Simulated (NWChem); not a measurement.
System meant: CH₇BOSi; SMILES B(O[SiH3])C

Input file for NWChem:

```
start job
memory heap 200 mb stack 900 mb global 1100 mb
geometry units angstroms noautosym nocenter noautoz
  B     -0.354601     1.093032    -0.000119
  H     -1.567040     0.944662    -0.008996
  C      0.280380     2.522904     0.001000
  H     -0.099880     3.103205     0.859333
  H     -0.053507     3.076632    -0.893946
  H      1.379413     2.517784     0.028188
  O      0.428733    -0.014640     0.005742
  Si     0.079989    -1.656372     0.000354
  H     -1.397079    -1.874635    -0.008691
  H      0.681742    -2.261570     1.220998
  H      0.695800    -2.256706    -1.215701
end
basis spherical
  B library 6-31g*
  H library 6-31g*
  C library 6-31g*
  O library 6-31g*
  Si library 6-31g*
end
dft
  xc m06-l
  iterations 150
end
property
  shielding
end
task dft property
```

End of the output:

```
 Vector   23  Occ=0.000000D+00  E= 7.078448D-02
              MO Center=  4.2D-01, -1.7D+00,  9.9D-04, r^2= 3.7D+00
   Bfn.  Coefficient  Atom+Function         Bfn.  Coefficient  Atom+Function
  ----- ------------  ---------------      ----- ------------  ---------------
    61      1.345500   8 Si px               70      1.223885   9 H  s
    72     -0.497064  10 H  s                74     -0.492845  11 H  s
    57      0.473298   8 Si px                8     -0.367577   1 B  py
    62     -0.298752   8 Si py               22      0.262674   3 C  s
    60     -0.258354   8 Si s                 7     -0.245096   1 B  px

 center of mass
 --------------
 x =   0.20911331 y =  -0.02529969 z =   0.00238588

 moments of inertia (a.u.)
 ------------------
         754.157256446629          -5.560599015516          -0.169288080315
          -5.560599015516          58.608454939978           0.037912356238
          -0.169288080315           0.037912356238         780.318996653738

     Multipole analysis of the density
     ---------------------------------

     L   x y z        total         alpha         beta         nuclear
     -   - - -        -----         -----         ----         -------
     0   0 0 0     -0.000000    -20.000000    -20.000000     40.000000

     1   1 0 0     -0.010380     -3.877649     -3.877649      7.744917
     1   0 1 0     -0.194920     -0.613004     -0.613004      1.031087
     1   0 0 1     -0.003323     -0.037077     -0.037077      0.070831

     2   2 0 0    -26.563400    -31.016376    -31.016376     35.469351
     2   1 1 0      0.068529     -2.512522     -2.512522      5.093574
     2   1 0 1     -0.017319     -0.072276     -0.072276      0.127234
     2   0 2 0    -23.418684   -230.659111   -230.659111    437.899538
     2   0 1 1     -0.010765      0.025289      0.025289     -0.061344
     2   0 0 2    -24.349383    -20.223121    -20.223121     16.096859

          -----------------------------------------
          Chemical Shielding Tensors (GIAO, in ppm)
          -----------------------------------------

 ------------------------------------------------------------------------
  xm06: d2 not coded                    0
 ------------------------------------------------------------------------
 ------------------------------------------------------------------------
  current input line :
    30: task dft property
 ------------------------------------------------------------------------
 ------------------------------------------------------------------------
 This error has not yet been assigned to a category
 ------------------------------------------------------------------------
 For more information see the NWChem manual at https://nwchemgit.github.io

0: xm06: d2 not coded:Received an Error in Communication
```

Find the fault in this run and fix the input.

The run crashed. Cause: this functional's second derivatives, which shieldings need, aren't coded here; the fix takes a hybrid GGA instead. This input runs:
```
start job
memory heap 200 mb stack 900 mb global 1100 mb
geometry units angstroms noautosym nocenter noautoz
  B     -0.354601     1.093032    -0.000119
  H     -1.567040     0.944662    -0.008996
  C      0.280380     2.522904     0.001000
  H     -0.099880     3.103205     0.859333
  H     -0.053507     3.076632    -0.893946
  H      1.379413     2.517784     0.028188
  O      0.428733    -0.014640     0.005742
  Si     0.079989    -1.656372     0.000354
  H     -1.397079    -1.874635    -0.008691
  H      0.681742    -2.261570     1.220998
  H      0.695800    -2.256706    -1.215701
end
basis spherical
  * library 6-31g*
end
dft
  xc pbe0
  iterations 150
end
property
  shielding
end
task dft property
```
It converges to -431.63879 Ha (PBE0/6-31G* (spherical d), GIAO).
